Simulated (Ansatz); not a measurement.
Reaction R1 → P1 + P2, each structure at its B3LYP-D3(BJ)/def2-TZVP stationary point, reached from a drawn start (curvature not checked).
P1: H atom, charge 0, multiplicity 2.
R1, H2Zn (SMILES [ZnH2]) (charge 0, multiplicity 1):
```csv
atom,x (Å),y (Å),z (Å)
H,0.0000,0.0000,-1.5440
Zn,0.0000,0.0000,0.0000
H,0.0000,0.0000,1.5440
```
P2, HZn (SMILES [ZnH]) (charge 0, multiplicity 2):
```xyz
2

Zn     0.00000     0.00000    -0.81639
H      0.00000     0.00000     0.81639
```

P less R. No zero-point or thermal terms; singlets are restricted closed shells; open shells are unrestricted; no spin–orbit coupling. The spin states of the d-block species are the ones drawn and need not be the lowest.

Correlated levels freeze the cores.

Run with Ansatz (Gaussian orbitals). All values are computed, each at the level named.

Total energies in hartree:

```
structure  PBE/def2-TZVPP  CCSD(T)/def2-QZVPP
---------  --------------  ------------------
P1              -0.499616           -0.499983
R1           -1780.289499        -1779.512706
P2           -1779.665289        -1778.882786
```

Work out the reaction energy at each level in eV (1 hartree = 27.21139 eV), and say how far PBE/def2-TZVPP lies from CCSD(T)/def2-QZVPP.


- PBE/def2-TZVPP: (-0.499616) + (-1779.665289) − (-1780.289499) = 0.124594 hartree = 3.390 eV
- CCSD(T)/def2-QZVPP: (-0.499983) + (-1778.882786) − (-1779.512706) = 0.129937 hartree = 3.536 eV
PBE/def2-TZVPP less CCSD(T)/def2-QZVPP: -0.146 eV. CCSD(T)/def2-QZVPP is the level counted from, the highest shown, and no exact or measured value.

Ansatz is a first-principles code.
